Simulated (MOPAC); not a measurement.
Job for MOPAC: PM3 on AlTe, 2S+1 = 2, a spin state set in the input, which need not be the lowest, a point of a bond scan (R = 2.596 Å).

```
PM3 1SCF PRECISE CHARGE=0 UHF MS=0.5 THREADS=1
AlTe

Al     0.00000000 1     0.00000000 1     0.00000000 1
Te     0.00000000 1     0.00000000 1     2.59574100 1
```

The log:

```
*******************************************************************************
 **                                                                           **
 **                              MOPAC v23.2.5                                **
 **                                                                           **
 *******************************************************************************
 ** MOPAC's Digital Object Identifier: https://doi.org/10.5281/zenodo.6511958 **
 **                                                                           **
 ** Please cite the open-source release paper for use of this MOPAC version:  **
 ** J. E. Moussa and J. J. P. Stewart (2026)                                  **
 ** MOPAC: An open-source semiempirical molecular orbital program             **
 ** J. Open Source Softw., 11(119), 8025, https://doi.org/10.21105/joss.08025 **
 *******************************************************************************

                              PM3 CALCULATION RESULTS

 *******************************************************************************
 *  PM3        - The PM3 Hamiltonian to be used
 *  UHF        - UNRESTRICTED HARTREE-FOCK CALCULATION
 *
 *
 *
 *                 CHARGE ON SYSTEM = 0
 *
 *
 *
 *  MS=        - IN MECI, MAGNETIC COMPONENT OF SPIN =  0.5
 *  PRECISE    - TIGHTER CRITERIA TO BE USED
 *  1SCF       - DO 1 SCF AND THEN STOP
 *  THREADS=1  - MULTI-THREADING NOT USED
 *  T=         - A TIME OF 172800.0 SECONDS REQUESTED
 *  DUMP=N     - RESTART FILE WRITTEN EVERY 7200.0 SECONDS REQUESTED
 *******************************************************************************
PM3 1SCF PRECISE CHARGE=0 UHF MS=0.5 THREADS=1
 AlTe

   ATOM   CHEMICAL          X               Y               Z
  NUMBER   SYMBOL      (ANGSTROMS)     (ANGSTROMS)     (ANGSTROMS)

     1      Al          0.00000000  *   0.00000000  *   0.00000000  *
     2      Te          0.00000000  *   0.00000000  *   2.59574100  *



          CARTESIAN COORDINATES

    NO.       ATOM           X           Y           Z

     1        Al          0.0000      0.0000      0.0000
     2        Te          0.0000      0.0000      2.5957

 Al: (PM3): J. J. P. STEWART, J. COMP. CHEM. 10, 209 (1989).
 Te: (PM3): J. J. P. STEWART, J. COMP. CHEM. 12, 320-341 (1991).

           Empirical Formula: Al Te  =     2 atoms



      MOLECULAR POINT GROUP   :   C*v


          UHF CALCULATION, NO. OF ALPHA ELECTRONS =    5
                           NO. OF BETA  ELECTRONS =    4

 -------------------------------------------------------------------------------
 PM3 1SCF PRECISE CHARGE=0 UHF MS=0.5 THREADS=1
 AlTe



     1SCF WAS SPECIFIED, SO BFGS WAS NOT USED
     SCF FIELD WAS ACHIEVED


                              PM3 CALCULATION
                                                       MOPAC v23.2.5 Linux




          FINAL HEAT OF FORMATION =         -2.03768 KCAL/MOL =      -8.52564 KJ/MOL


          COSMO AREA              =        111.34 SQUARE ANGSTROMS
          COSMO VOLUME            =        102.29 CUBIC ANGSTROMS

          IONIZATION POTENTIAL    =          8.534682 EV
          ALPHA SOMO LUMO (EV)    =         -8.698 -2.116
          BETA  SOMO LUMO (EV)    =         -8.535 -2.129
          NO. OF ALPHA ELECTRONS  =          5
          NO. OF BETA  ELECTRONS  =          4
          MOLECULAR WEIGHT        =        154.5815         POINT GROUP:  C*v

          MOLECULAR DIMENSIONS (Angstroms)

            Atom       Atom       Distance
           Te     2   Al     1     2.59574
           Te     2   Al     1     0.00000
           Al     1   Te     2     0.00000


          SCF CALCULATIONS        =          1





   ATOM   CHEMICAL          X               Y               Z
  NUMBER   SYMBOL      (ANGSTROMS)     (ANGSTROMS)     (ANGSTROMS)

     1      Al          0.00000000  *   0.00000000  *   0.00000000  *
     2      Te          0.00000000  *   0.00000000  *   2.59574100  *

                             CARTESIAN COORDINATES

   1   Al        0.000000000     0.000000000     0.000000000
   2   Te        0.000000000     0.000000000     2.595741000


           Empirical Formula: Al Te  =     2 atoms



      MOLECULAR POINT GROUP   :   C*v


          ALPHA EIGENVALUES
 -18.03712 -13.61959 -13.49554 -13.49554  -8.69789  -2.11551  -2.11551  11.48383


           BETA EIGENVALUES
 -11.05551  -8.83334  -8.83334  -8.53468  -2.12857  -2.12857  -0.93411   4.98447


              NET ATOMIC CHARGES AND DIPOLE CONTRIBUTIONS

  ATOM NO.   TYPE          CHARGE      No. of ELECS.   s-Pop       p-Pop
    1         Al          -0.827495        3.8275     0.05553     3.77197
    2         Te           0.827495        5.1725     1.03607     4.13644
 DIPOLE           X         Y         Z       TOTAL
 POINT-CHG.     0.000     0.000    10.317    10.317
 HYBRID         0.000     0.000    -1.239     1.239
 SUM            0.000     0.000     9.078     9.078


          ATOMIC ORBITAL ELECTRON POPULATIONS

     Atom    s        px        py        pz
    1 Al   0.05553   0.92319   0.92319   1.92559
    2 Te   1.03607   1.07681   1.07681   1.98281


                    (SZ)    =    0.500000
                    (S**2)  =    2.510031


          ATOMIC ORBITAL SPIN POPULATIONS

    Atom   Total    s     px     py     pz
         Atomic
    1 Al -1.7830 -0.049 -0.903 -0.903  0.072
    2 Te  2.7830  0.964  0.903  0.903  0.013

 **********************
 *                    *
 * JOB ENDED NORMALLY *
 *                    *
 **********************




 == MOPAC DONE ==
```

The run finished. Its determinant has ⟨S²⟩ = 2.51, a mixture of spin states.

Cost: very roughly 0.03 core-seconds.
